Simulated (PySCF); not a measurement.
Heteronuclear NMR

Geometry (Å), atoms numbered from 1 in this order:
```xyz
17

C     2.9496   -0.3001   -0.2443
C     1.6857   -0.6040    0.0214
C     0.6336    0.4398    0.0404
O     0.8646    1.5984   -0.2180
C    -0.7595   -0.0672    0.3840
C    -1.3303   -0.7472   -0.8660
C    -1.6591    1.0769    0.8381
H     3.2214    0.7213   -0.4584
H     3.7369   -1.0347   -0.2564
H     1.3809   -1.6161    0.2467
H    -0.6719   -0.8115    1.1831
H    -2.3124   -1.1615   -0.6487
H    -1.4312   -0.0200   -1.6685
H    -0.6822   -1.5511   -1.2084
H    -2.6719    0.7208    1.0105
H    -1.2797    1.5159    1.7580
H    -1.6813    1.8524    0.0765
```

Non-relativistic Hamiltonian, no solvent model, equivalent nuclei averaged, one conformer. GFN2-xTB structure; NMR shieldings at PBE0/pcSseg-1/GIAO; PySCF.

Question: Predict the ¹⁷O NMR data.

Answer: 
| atoms | environment | σ (ppm) | δ (ppm) |
| --- | --- | --- | --- |
| O4 | ketone oxygen | -268.7 | 511.4 |

Shieldings were converted by a linear fit to measured shifts: ¹⁷O: δ = 266.70 − 0.911σ (rms 10.7 ppm, 155 shifts, 12.2 ppm with the 3 outliers that the fit left out vs liquid water, solution or neat liquid). A few per cent of atoms miss by over 2 rms, more outside the fitted compound classes.

On a 600 MHz spectrometer ¹⁷O resonates near 81.3 MHz, so 1 ppm is 81.3 Hz.
